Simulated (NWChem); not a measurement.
System: VH$_{2}$SO$_{2}$F; SMILES [OH][V]([OH])([F])=[S]

Here is an NWChem input.

```
start job
memory heap 200 mb stack 900 mb global 1100 mb
geometry units angstroms noautoz
  V      0.000095     0.329367    -0.007198
  S      0.000356    -1.656178    -0.179270
  F     -0.009081     0.764934     1.649545
  O     -1.403789     0.975876    -0.781790
  H     -2.134223     0.449305    -1.128776
  O      1.413057     0.974865    -0.765992
  H      2.146975     0.447676    -1.104609
end
basis spherical
  * library def2-svp
end
dft
  xc m06-2x
  grid coarse
  iterations 150
  mulliken
end
task dft gradient
```

Output (shortened):

```
             Northwest Computational Chemistry Package (NWChem) 7.3.0
             --------------------------------------------------------

 C1  symmetry detected

                             Geometry "geometry" -> ""
                             -------------------------

 Output coordinates in angstroms (scale by  1.889725989 to convert to a.u.)

  No.       Tag          Charge          X              Y              Z
 ---- ---------------- ---------- -------------- -------------- --------------
    1 V                   23.0000    -0.00035331    -0.26409901     0.00000535
    2 S                   16.0000     0.09702967     1.72650751     0.00016594
    3 F                    9.0000     1.58249986    -0.91920728     0.00303473
    4 O                    8.0000    -0.84448292    -0.80078128    -1.41005645
    5 H                    1.0000    -1.11173890    -0.23251720    -2.14276396
    6 O                    8.0000    -0.84992525    -0.80073013     1.40682878
    7 H                    1.0000    -1.11984309    -0.23236897     2.13849488

 Effective nuclear repulsion energy (a.u.)     412.4807847557

                                 NWChem DFT Module
                                 -----------------

 Summary of "ao basis" -> "ao basis" (spherical)
 ------------------------------------------------------------------------------
       Tag                 Description            Shells   Functions and Types
 ---------------- ------------------------------  ------  ---------------------
 V                          def2-svp                11       31   5s3p2d1f
 S                          def2-svp                 8       18   4s3p1d
 F                          def2-svp                 6       14   3s2p1d
 O                          def2-svp                 6       14   3s2p1d
 H                          def2-svp                 3        5   2s1p

            General Information
            -------------------
          SCF calculation type: DFT
          Wavefunction type:  closed shell.
          No. of atoms     :     7
          No. of electrons :    66
           Alpha electrons :    33
            Beta electrons :    33
          Charge           :     0
          Spin multiplicity:     1
          Use of symmetry is: off; symmetry adaption is: off
          Maximum number of iterations: 150
          AO basis - number of functions:   101
                     number of shells:    43
          Convergence on energy requested:  1.00D-06
          Convergence on density requested:  1.00D-05
          Convergence on gradient requested:  5.00D-04

              XC Information
              --------------
                       M06-2X Method XC Functional
                     Hartree-Fock (Exact) Exchange  0.540
                        M06-2X Exchange Functional  1.000
                      M06-2X Correlation Potential  1.000

             Grid Information
             ----------------
          Grid used for XC integration:  coarse
          Radial quadrature: Mura-Knowles
          Angular quadrature: Lebedev.
          Tag              B.-S. Rad. Rad. Pts. Rad. Cut. Ang. Pts.
          ---              ---------- --------- --------- ---------
          V                   1.35       95           8.0       302
          S                   1.00       70           9.0       302
          F                   0.50       35           9.0       302
          O                   0.60       35          10.0       302
          H                   0.35       35          11.0       302
          Grid pruning is: on
          Number of quadrature shells:   340
          Spatial weights used:  Erf1

      Superposition of Atomic Density Guess
      -------------------------------------

 Sum of atomic energies:       -1589.70306675

      Non-variational initial energy
      ------------------------------

 Total energy =   -1590.003775
 1-e energy   =   -3010.580776
 2-e energy   =    1008.096217
 HOMO         =      -0.354790
 LUMO         =      -0.012101

     ---------------------------------------------
      Total Density - Mulliken Population Analysis
     ---------------------------------------------

    Atom       Charge   Shell Charges
 -----------   ------   -------------------------------------------------------
    1 V   23    20.01   2.00  2.00  2.00  0.26  0.02  6.00  6.00  0.36  0.63  0.70  0.03
    2 S   16    17.09   2.00  1.99  1.24  0.67  5.94  2.05  3.17  0.02
    3 F    9     9.72   1.99  1.16  0.81  3.59  2.17  0.00
    4 O    8     8.94   1.99  1.11  0.67  3.18  1.99  0.00
    5 H    1     0.64   0.51  0.07  0.06
    6 O    8     8.94   1.99  1.11  0.67  3.18  1.99  0.00
    7 H    1     0.64   0.51  0.07  0.06

   convergence    iter        energy       DeltaE   RMS-Dens  Diis-err
 ---------------- ----- ----------------- --------- --------- ---------
 d= 0,ls=0.0,diis     1  -1592.3808570578 -2.00D+03  4.97D-02  5.09D+00
 d= 0,ls=0.0,diis     2  -1576.8842878198  1.55D+01  3.77D-02  1.18D+02
 d= 0,ls=0.0,diis     3  -1592.6174811498 -1.57D+01  6.18D-03  6.83D+00
 d= 0,ls=0.0,diis     4  -1592.6742338639 -5.68D-02  1.73D-03  5.72D+00
 d= 0,ls=0.0,diis     5  -1592.7990964867 -1.25D-01  4.23D-03  4.38D+00
 d= 0,ls=0.0,diis     6  -1593.1107920391 -3.12D-01  3.90D-03  8.22D-01
 d= 0,ls=0.0,diis     7  -1593.1970955894 -8.63D-02  5.48D-04  1.01D-02
  Resetting Diis
 d= 0,ls=0.0,diis     8  -1593.1980867403 -9.91D-04  2.46D-04  4.69D-04
 d= 0,ls=0.0,diis     9  -1593.1980965871 -9.85D-06  2.56D-04  1.65D-04
 d= 0,ls=0.0,diis    10  -1593.1979598619  1.37D-04  1.86D-04  1.63D-03
 d= 0,ls=0.0,diis    11  -1593.1981426381 -1.83D-04  7.74D-05  2.08D-05
 d= 0,ls=0.0,diis    12  -1593.1981526583 -1.00D-05  8.22D-05  1.04D-05
 d= 0,ls=0.0,diis    13  -1593.1981579418 -5.28D-06  2.01D-05  8.71D-07
 d= 0,ls=0.0,diis    14  -1593.1981582545 -3.13D-07  4.83D-06  6.78D-08

         Total DFT energy =    -1593.198158254500
      One electron energy =    -3012.642251971986
           Coulomb energy =     1105.990244294382
    Exchange-Corr. energy =      -99.026935332643
 Nuclear repulsion energy =      412.480784755747

 Numeric. integr. density =       65.999982126424

                       DFT Final Molecular Orbital Analysis
                       ------------------------------------

 Vector   31  Occ=2.000000D+00  E=-3.966454D-01
              MO Center=  1.1D-02,  1.2D+00, -3.9D-06, r^2= 2.5D+00
   Bfn.  Coefficient  Atom+Function         Bfn.  Coefficient  Atom+Function
  ----- ------------  ---------------      ----- ------------  ---------------
    43      0.425864  2 S  py                40      0.384425  2 S  py
    19      0.292510  1 V  d  2              35      0.229064  2 S  s
     4     -0.227077  1 V  s                  3      0.223883  1 V  s
    37      0.218626  2 S  py                17      0.152024  1 V  d  0
    34      0.151333  2 S  s                 10      0.145735  1 V  py

 Vector   32  Occ=2.000000D+00  E=-3.518443D-01
              MO Center=  2.1D-02,  1.1D+00,  2.9D-05, r^2= 2.2D+00
   Bfn.  Coefficient  Atom+Function         Bfn.  Coefficient  Atom+Function
  ----- ------------  ---------------      ----- ------------  ---------------
    44      0.527110  2 S  pz                41      0.389411  2 S  pz
    16      0.283724  1 V  d -1              38      0.220704  2 S  pz
    21      0.149688  1 V  d -1              14      0.132334  1 V  pz
    68      0.111504  4 O  py                87     -0.111501  6 O  py
    11     -0.100432  1 V  pz                71      0.087025  4 O  py

 Vector   33  Occ=2.000000D+00  E=-3.471789D-01
              MO Center=  1.4D-01,  1.2D+00,  2.6D-04, r^2= 2.2D+00
   Bfn.  Coefficient  Atom+Function         Bfn.  Coefficient  Atom+Function
  ----- ------------  ---------------      ----- ------------  ---------------
    42      0.533915  2 S  px                39      0.393815  2 S  px
    15      0.267245  1 V  d -2              36      0.222629  2 S  px
    20      0.141848  1 V  d -2              53      0.126622  3 F  px
    54      0.124761  3 F  py                56     -0.109900  3 F  px
    12      0.106665  1 V  px                 9     -0.098489  1 V  px

 Vector   34  Occ=0.000000D+00  E=-7.394436D-02
              MO Center= -3.2D-02,  1.7D-01, -6.4D-05, r^2= 2.0D+00
   Bfn.  Coefficient  Atom+Function         Bfn.  Coefficient  Atom+Function
  ----- ------------  ---------------      ----- ------------  ---------------
    16      0.690344  1 V  d -1              44     -0.392311  2 S  pz
    21      0.315657  1 V  d -1              18      0.206543  1 V  d  1
    41     -0.194720  2 S  pz                14      0.140204  1 V  pz
    79      0.130058  5 H  s                 98     -0.130055  7 H  s
    38     -0.112924  2 S  pz                23      0.102363  1 V  d  1

 Vector   35  Occ=0.000000D+00  E=-7.154102D-02
              MO Center= -2.4D-02,  1.2D-01, -4.9D-05, r^2= 1.9D+00
   Bfn.  Coefficient  Atom+Function         Bfn.  Coefficient  Atom+Function
  ----- ------------  ---------------      ----- ------------  ---------------
    15      0.648653  1 V  d -2              42     -0.374150  2 S  px
    20      0.296970  1 V  d -2              17     -0.277535  1 V  d  0
    39     -0.190722  2 S  px                19      0.167668  1 V  d  2
    22     -0.124477  1 V  d  0              36     -0.109923  2 S  px
    67      0.101767  4 O  px                86      0.101590  6 O  px

 Vector   36  Occ=0.000000D+00  E=-4.191337D-02
              MO Center=  1.3D-02,  1.4D-01,  1.4D-05, r^2= 2.6D+00
   Bfn.  Coefficient  Atom+Function         Bfn.  Coefficient  Atom+Function
  ----- ------------  ---------------      ----- ------------  ---------------
    19      0.606989  1 V  d  2              43     -0.468934  2 S  py
    24      0.284198  1 V  d  2               5      0.265080  1 V  s
    17      0.212283  1 V  d  0              40     -0.212082  2 S  py
    10     -0.186829  1 V  py                54      0.159011  3 F  py
    13      0.149686  1 V  py                57     -0.148826  3 F  py

     ---------------------------------------------
      Total Density - Mulliken Population Analysis
     ---------------------------------------------

    Atom       Charge   Shell Charges
 -----------   ------   -------------------------------------------------------
    1 V   23    22.04   2.00  2.00  2.01  0.22 -0.01  6.00  6.04  0.63  1.95  1.16  0.04
    2 S   16    16.15   2.00  1.99  1.25  0.66  5.93  1.75  2.53  0.03
    3 F    9     9.39   1.99  1.12  0.85  3.32  2.12  0.00
    4 O    8     8.45   1.99  1.06  0.71  2.85  1.83  0.01
    5 H    1     0.76   0.65  0.04  0.07
    6 O    8     8.45   1.99  1.06  0.71  2.85  1.83  0.01
    7 H    1     0.76   0.65  0.04  0.07

     -------------------------------------------
      Total Density - Lowdin Population Analysis
     -------------------------------------------

    Atom       Charge   Shell Charges
 -----------   ------   -------------------------------------------------------
    1 V   23    22.80   2.00  2.00  1.90  0.29  0.09  5.99  5.83  1.03  1.79  1.81  0.07
    2 S   16    15.92   2.00  1.96  0.99  0.72  5.82  1.87  2.52  0.04
    3 F    9     9.20   1.98  1.02  0.78  3.21  2.21  0.01
    4 O    8     8.15   1.97  0.88  0.60  2.70  1.98  0.01
    5 H    1     0.89   0.54  0.17  0.18
    6 O    8     8.15   1.97  0.88  0.60  2.70  1.98  0.01
    7 H    1     0.89   0.54  0.17  0.18

     Multipole analysis of the density
     ---------------------------------

     L   x y z        total         alpha         beta         nuclear
     -   - - -        -----         -----         ----         -------
     0   0 0 0     -0.000000    -33.000000    -33.000000     66.000000

     1   1 0 0     -0.806144     -0.403072     -0.403072     -0.000000
     1   0 1 0      0.578604      0.289302      0.289302      0.000000
     1   0 0 1     -0.001574     -0.000787     -0.000787     -0.000000

     2   2 0 0    -34.996101    -82.962084    -82.962084    130.928066
     2   1 1 0     -0.534790     -1.988411     -1.988411      3.442031
     2   1 0 1     -0.014466      0.008035      0.008035     -0.030535
     2   0 2 0    -36.782866   -138.503029   -138.503029    240.223192
     2   0 1 1     -0.000644     -0.003908     -0.003908      0.007171
     2   0 0 2    -27.151973    -86.611558    -86.611558    146.071144

            General Information
            -------------------
          SCF calculation type: DFT
          Wavefunction type:  closed shell.
          No. of atoms     :     7
          No. of electrons :    66
           Alpha electrons :    33
            Beta electrons :    33
          Charge           :     0
          Spin multiplicity:     1
          Use of symmetry is: off; symmetry adaption is: off
          Maximum number of iterations: 150
          AO basis - number of functions:   101
                     number of shells:    43
          Convergence on energy requested:  1.00D-06
          Convergence on density requested:  1.00D-05
          Convergence on gradient requested:  5.00D-04

              XC Information
              --------------
                       M06-2X Method XC Functional
                     Hartree-Fock (Exact) Exchange  0.540
                        M06-2X Exchange Functional  1.000
                      M06-2X Correlation Potential  1.000

             Grid Information
             ----------------
          Grid used for XC integration:  coarse
          Radial quadrature: Mura-Knowles
          Angular quadrature: Lebedev.
          Tag              B.-S. Rad. Rad. Pts. Rad. Cut. Ang. Pts.
          ---              ---------- --------- --------- ---------
          V                   1.35       95           8.0       302
          S                   1.00       70           9.0       302
          F                   0.50       35           9.0       302
          O                   0.60       35          10.0       302
          H                   0.35       35          11.0       302
          Grid pruning is: on
          Number of quadrature shells:   340
          Spatial weights used:  Erf1

          Convergence Information
          -----------------------
          Convergence aids based upon iterative change in
          total energy or number of iterations.
          Levelshifting, if invoked, occurs when the
          HOMO/LUMO gap drops below (HL_TOL):  1.00D-02
          DIIS, if invoked, will attempt to extrapolate
          using up to (NFOCK): 10 stored Fock matrices.

                    Damping( 0%)  Levelshifting(0.5)       DIIS
                  --------------- ------------------- ---------------
          dE  on:    start            ASAP                start
          dE off:    2 iters        150 iters           150 iters

                            NWChem DFT Gradient Module
                            --------------------------

  charge          =   0.00
  wavefunction    = closed shell

                         DFT ENERGY GRADIENTS

    atom               coordinates                        gradient
                 x          y          z           x          y          z
   1 V      -0.000668  -0.499075   0.000010    0.002951  -0.010463   0.000007
   2 S       0.183359   3.262626   0.000314    0.000239   0.011677   0.000000
   3 F       2.990491  -1.737050   0.005735    0.001180  -0.000057   0.000001
   4 O      -1.595841  -1.513257  -2.664620   -0.002471  -0.000153  -0.003757
   5 H      -2.100882  -0.439394  -4.049237    0.000293  -0.000425   0.000692
   6 O      -1.606126  -1.513161   2.658521   -0.002487  -0.000159   0.003743
   7 H      -2.116197  -0.439114   4.041169    0.000295  -0.000420  -0.000686
```

Level: M06-2X/def2-SVP. Geometry: optimised at PBE0/def2-SVP.
